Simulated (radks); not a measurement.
Excited configurations of He+: one electron is placed in a higher orbital outside the bare nucleus. The ground configuration is 1s1. Method: non-relativistic Kohn-Sham, PBE, spin-unpolarised, spherical densities, point nucleus; without spin polarisation the odd electron is poorly described; computed with a radial shooting solver on a logarithmic mesh with Libxc functionals. Excitation = E - E(ground); binding = E(ion) - E, where the ion is the core of charge +2; n* = 2/sqrt(2 binding) in atomic units, and the quantum defect is n - n*.

| outer orbital | excitation (eV) | binding (eV) | n* | quantum defect | eigenvalue (eV) | <r> (bohr) |
|---|---|---|---|---|---|---|
| 2s | 38.218 | 13.539 | 2.005 | -0.005 | -10.561 | 2.982 |
| 3d | 45.807 | 5.950 | 3.024 | -0.024 | -4.292 | 5.332 |
| 5d | 49.452 | 2.306 | 4.858 | 0.142 | -1.839 | 16.77 |
| 6p | 50.128 | 1.629 | 5.780 | 0.220 | -1.336 | 25.56 |
| 6f | 50.137 | 1.620 | 5.796 | 0.204 | -1.291 | 23.27 |

The Delta-SCF ionisation energy is 51.757 eV (NIST Atomic Spectra Database: 54.418 eV, theoretical). Self-interaction in the functional shifts the binding energies and quantum defects, so they are the method's values and not measured ones. Spin polarisation and multiplet splitting are left out, so open shells lie too high by an amount that depends on their filling.
